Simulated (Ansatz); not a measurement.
Correlation energies of C2H10N4W, SMILES `C[N]=[W]([NH2])([NH2])=[N]C` by basis set

| atom | x (Å) | y (Å) | z (Å) |
| --- | --- | --- | --- |
| C1 | -2.612 | 0.150 | -0.767 |
| N2 | -1.201 | 0.108 | -0.893 |
| W3 | 0.515 | 0.019 | -0.520 |
| N4 | 1.330 | 1.690 | -1.164 |
| N5 | 1.211 | -1.597 | -1.402 |
| N6 | 0.908 | -0.119 | 1.189 |
| C7 | 0.798 | -0.216 | 2.598 |
| H8 | -3.010 | 1.084 | -1.180 |
| H9 | -3.076 | -0.677 | -1.317 |
| H10 | -2.934 | 0.081 | 0.279 |
| H11 | 2.104 | 2.148 | -0.712 |
| H12 | 0.925 | 2.275 | -1.876 |
| H13 | 1.948 | -2.170 | -1.024 |
| H14 | 0.768 | -2.044 | -2.188 |
| H15 | 1.254 | -1.146 | 2.959 |
| H16 | 1.318 | 0.616 | 3.086 |
| H17 | -0.246 | -0.203 | 2.931 |

Charge 0, multiplicity 1. Correlated methods include outer-core shells of W, which these sets cover unevenly. W: def2 effective core potential. Geometry: relaxed with PBE0-D4/def2-TZVP. It is one conformer, not always the lowest. Frozen core, restricted reference, the Gaussian-basis code of Ansatz.

| basis | HF (Eh) | MP2 corr. | CCSD corr. | (T) | CCSD(T) total |
| --- | --- | --- | --- | --- | --- |
| def2-SVP | -365.55620 | -1.36697 | -1.36402 | -0.06080 | -366.98102 |
| def2-TZVPP | -365.94078 | -1.72789 | -1.70255 | -0.09097 | -367.73430 |
| def2-QZVPP | -365.95628 | -1.86672 | – | – | – |
